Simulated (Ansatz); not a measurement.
All values below come from frozen-core CCSD(T)/aug-cc-pVDZ // PBE-D3(BJ)/def2-SVPD run with Ansatz (a first-principles code). The restricted HF reference is unstable towards unrestricted orbitals.

Ansatz 0.2 input:
```yaml
crystal:
  periodic: [false, false, false]
  atoms:
    - { symbol: O, position_ang: [-0.327666, 2.664223, -0.02713] }
    - { symbol: C, position_ang: [-0.177018, 1.439317, -0.014655] }
    - { symbol: C, position_ang: [1.178358, 0.827153, -0.034488] }
    - { symbol: C, position_ang: [1.343736, -0.517529, -0.020792] }
    - { symbol: C, position_ang: [0.177018, -1.439317, 0.014653] }
    - { symbol: O, position_ang: [0.327666, -2.664225, 0.027129] }
    - { symbol: C, position_ang: [-1.178358, -0.827152, 0.034488] }
    - { symbol: C, position_ang: [-1.343737, 0.51753, 0.020791] }
    - { symbol: H, position_ang: [2.024676, 1.528805, -0.06064] }
    - { symbol: H, position_ang: [2.334899, -0.993606, -0.034914] }
    - { symbol: H, position_ang: [-2.024674, -1.528806, 0.060639] }
    - { symbol: H, position_ang: [-2.334901, 0.993605, 0.034914] }
basis:
  gaussian: { orbitals: aug-cc-pVDZ }
correlation:
  method: ccsd_t
```

Output:

```
Functional definition: HF
2209 factors; integrals over basis functions are off by at most 5.9e-4 eV
mean field evaluation 1: about -10315.1013 eV, gradient 4.7e1 eV
mean field evaluation 2: about -10315.1228 eV, gradient 4.7e1 eV
mean field evaluation 4: about -10320.5242 eV, gradient 7.3e0 eV
mean field evaluation 8: about -10320.6923 eV, gradient 5.7e-1 eV
mean field evaluation 16: about -10318.9362 eV, gradient 3.1e1 eV
mean field -10320.69506180 eV, -379.2785479027 hartree, gradient 2.1e-6 eV, S^2 0.000000; 0 other end points of the search recorded, 0 dependent functions left out; unrestricted orbitals would lower it
8 core orbitals not correlated
reference -10320.69506180 eV, -379.2785479027 hartree; 20, 20 occupied and 192, 192 virtual orbitals, 2209 factors
second order -31.87753605 eV of doubles, -0.00000000 eV of singles
cycle   1  -31.52491932 eV  change    3.5e-1 eV  update   1.6e-1
cycle   2  -32.46067740 eV  change   -9.4e-1 eV  update   5.9e-2
cycle   3  -32.76535426 eV  change   -3.0e-1 eV  update   3.0e-2
cycle   4  -32.76655750 eV  change   -1.2e-3 eV  update   9.2e-3
cycle   5  -32.76053238 eV  change    6.0e-3 eV  update   4.3e-3
cycle   6  -32.76405250 eV  change   -3.5e-3 eV  update   1.6e-3
cycle   7  -32.76410478 eV  change   -5.2e-5 eV  update   6.3e-4
cycle   8  -32.76362700 eV  change    4.8e-4 eV  update   2.8e-4
cycle   9  -32.76361724 eV  change    9.8e-6 eV  update   1.0e-4
cycle  10  -32.76372681 eV  change   -1.1e-4 eV  update   4.4e-5
cycle  11  -32.76363274 eV  change    9.4e-5 eV  update   1.9e-5
cycle  12  -32.76363128 eV  change    1.5e-6 eV  update   7.0e-6
perturbative correction -1.53295654 eV, -0.0563351139 hartree
Total energy: -10354.99164962 eV, -380.5389242582 hartree
```

Cost: very roughly 50 core-seconds.
